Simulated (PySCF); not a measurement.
C₃H₈SeSi.
Atom-mapped SMILES: `[SeH:1][SiH2:2][CH:3]1[CH2:4][CH2:5]1` (hydrogens: H6 on Se1; H7, H8 on Si2; H9 on C3; H10, H11 on C4; H12, H13 on C5)

A GFN2-xTB structure was refined with PBE0-D3(BJ)/def2-SVP geometry optimisation, gas phase (PySCF). Its GFN2-xTB values:

```tsv
coordinate	GFN2-xTB
Se1–Si2	2.329 Å
Se1–H6	1.422 Å
Si2–C3	1.893 Å
Si2–H7	1.464 Å
C3–C4	1.468 Å
C3–H9	1.062 Å
C4–C5	1.493 Å
C4–H10	1.098 Å
C4–H11	1.089 Å
Se1–Si2–C3	108.9°
Si2–C3–C4	118.7°
C3–C4–C5	60.2°
C4–C3–C5	60.8°
Se1–Si2–C3–C4	102°
```

How do these coordinates change at the PBE0-D3(BJ)/def2-SVP level?

```tsv
coordinate	PBE0-D3(BJ)/def2-SVP (Å or °)	change
Se1–H6	1.472	+0.050
Se1–Si2	2.286	-0.043
C3–C4	1.510	+0.042
C3–H9	1.096	+0.034
Si2–H7	1.497	+0.033
Si2–C3	1.860	-0.033
C4–H11	1.095	+0.006
C4–H10	1.093	-0.005
C4–C5	1.492	-0.001
Se1–Si2–C3	112.3	+3.4
C4–C3–C5	59.2	-1.6
Si2–C3–C4	119.9	+1.2
C3–C4–C5	60.4	+0.2
Se1–Si2–C3–C4	88	-14
```

The energy falls by 0.209 eV over 11 energy and gradient evaluations, the largest force component goes from 0.0294 to 3.6e-04 Eh/bohr, and the atoms move by 0.285 Å rms after alignment. The bond that changes most is Se1–H6 (ends: selenium bonded to Si and H; hydrogen on selenium), which lengthens by 0.050 Å. Bonds longer at the end by more than 0.005 Å: 8 of 13; shorter: 2. Among the dihedrals that turn most is H6–Se1–Si2–H8, from -156° to 177°. Rotational constants go from 7371, 967.9, 905.3 to 7290, 988.5, 917.7 MHz.

The run used 132 basis functions and 69 SCF cycles in all.

PBE0-D3(BJ)/def2-SVP frequencies: not computed here. One conformer, not necessarily the lowest.
